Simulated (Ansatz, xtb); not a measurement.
FH2InNO+: which of two structures lies lower

Structure I: a singlet given by its coordinates. Structure II: a singlet given by its coordinates. Both are isolated ions in the gas phase, relaxed with B3LYP-D3(BJ)/def2-SVP.

I (Å):

```xyz
6

F     0.5076   -3.2699    1.1541
In    0.1544   -1.3676    1.3854
N    -0.0249    1.9073    0.9306
O     0.3385    0.8017    0.4855
H    -0.9781    2.2479    0.7384
H     0.6070    2.4463    1.5402
```

Close contacts (Å): F1–In2 1.95, In2–O4 2.36, N3–O4 1.25, N3–H5 1.03, N3–H6 1.03.

II (Å):

```xyz
6

F    -1.2736    1.8243   -2.7657
In   -0.3831    0.2012   -2.2235
N     0.1223   -1.6094   -0.9500
O     1.3130   -1.6261   -0.3596
H     0.2164   -2.3086   -1.7073
H     1.2096   -1.1955    0.5143
```

Close contacts (Å): F1–In2 1.93, In2–N3 2.27, N3–O4 1.33, N3–H5 1.04, O4–H6 0.98.

**Question.** Which of the two would you expect CCSD(T)/def2-TZVP electronic energies to favour?

**Answer.** Structure I; the calculation gives E(II) − E(I) = +0.048 eV.

Level by level:

```
                level               geometry  E(II) − E(I) (eV)  departure from the last row (eV)  job, with rough time for the two
             GFN2-xTB               GFN2-xTB              +0.475                            +0.428              optimisation, 0.21 s
            HF/STO-3G               GFN2-xTB              −0.557                            −0.605                 single point, 1 s
   r2SCAN-D4/def2-SVP               GFN2-xTB              +0.464                            +0.416               single point, 2.8 s
B3LYP-D3(BJ)/def2-SVP  B3LYP-D3(BJ)/def2-SVP              +0.328                            +0.280                optimisation, 64 s
         HF/def2-TZVP  B3LYP-D3(BJ)/def2-SVP              −0.396                            −0.444           part of the CCSD(T) run
        MP2/def2-TZVP  B3LYP-D3(BJ)/def2-SVP              +0.184                            +0.137           part of the CCSD(T) run
    CCSD(T)/def2-TZVP  B3LYP-D3(BJ)/def2-SVP              +0.048                                               single point, 2.4 min
```

HF/STO-3G, HF/def2-TZVP put the two in the other order. The largest departure from CCSD(T)/def2-TZVP is that of HF/STO-3G, 0.605 eV. At CCSD(T)/def2-TZVP a triplet with the links of I lies below this singlet.

With harmonic frequencies from B3LYP-D3(BJ)/def2-SVP (ideal gas, rigid rotor, one conformer each, 298.15 K, 1 atm): on the last row, ΔE + ΔZPE = +0.068 eV. A mode under 50 cm⁻¹ makes harmonic enthalpies and free energies unreliable, so none is given.

The T1 diagnostic of structures I and II is large, so the coupled-cluster value is less sure. The correlated steps freeze 7 core orbitals; the filled d shell of In is correlated, in a basis made for valence electrons. Atoms past krypton carry core potentials in the def2 sets, other sets are all-electron and non-relativistic, and no spin–orbit term is included. Codes used: Ansatz 0.2.0, xtb 6.7.1; the last row on 1 thread of Intel(R) Xeon(R) Platinum 8375C CPU @ 2.90GHz (Ice Lake) on a shared host.
